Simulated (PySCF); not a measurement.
Stepwise substitution at one centre (In C2H5-I). All species are isolated molecules in the gas phase. One relaxed conformer stands for each flexible species; it need not be the lowest. Strings in code marks are SMILES.

These are TPSSh-D3(BJ)/def2-TZVP // CAM-B3LYP-D3(BJ)/def2-SVP (PySCF) values and carry that method's errors. Excitations are Tamm–Dancoff values on a coarser integration grid. The basis has no diffuse functions, so Rydberg states are missing or too high.

```csv
species,T1 excitation (TDA) (eV),LUMO (eV)
0 of 3 C2H5 replaced by I,3.94,-1.17
"1 of 3 C2H5 replaced by I (`[I][In]([CH2]C)[CH2]C` (C–C–In–I torsion 0°, I–In–C–C torsion 178°))",3.98,-1.63
2 of 3 C2H5 replaced by I,3.69,-2.33
3 of 3 C2H5 replaced by I (`[I][In]([I])[I]`),3.13,-3.47
```
